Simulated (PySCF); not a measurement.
**A small calculation by hand: dipole moment from atomic charges**

Cl6GeSi, SMILES [Si](Cl)(Cl)(Cl)[Ge]([Cl])([Cl])[Cl]. Atoms are numbered in the order given.

```xyz
8

Si     0.0000     0.0000    -1.3663
Cl    -1.6797    -0.9698    -2.0224
Cl     0.0000     1.9396    -2.0224
Cl     1.6797    -0.9698    -2.0224
Ge     0.0000     0.0000     1.0108
Cl     1.7436     1.0067     1.7632
Cl     0.0000    -2.0133     1.7632
Cl    -1.7436     1.0067     1.7632
```

Geometry optimised at r2SCAN-D4/def2-SVP. This is a generated structure with no PubChem entry under its InChIKey; it may be hypothetical. Other conformers were not sampled.

Charges (e) from PySCF with B3LYP/def2-SVP:

```tsv
atom	Mulliken	ESP fit
Si1	0.585	0.052
Cl2	-0.176	0.006
Cl3	-0.176	0.006
Cl4	-0.176	0.006
Ge5	0.552	0.053
Cl6	-0.203	-0.041
Cl7	-0.203	-0.040
Cl8	-0.203	-0.041
```

The dipole moment of the full density is 1.28 D.

Q: What dipole moment does each set of point charges give, and which comes closer to that of the density?

A: 
μ = Σ q r, and 1 e Å = 4.8032 D.
Mulliken: Σ q r = (0.000, 0.000, -0.247) e Å, |μ| = 1.19 D.
ESP fit: Σ q r = (0.000, -0.002, -0.269) e Å, |μ| = 1.29 D.
ESP fit comes closer in size. Point charges leave out the atoms' own dipoles (lone pairs, polarised bonds); fits to the potential absorb them, partitions of the density don't.
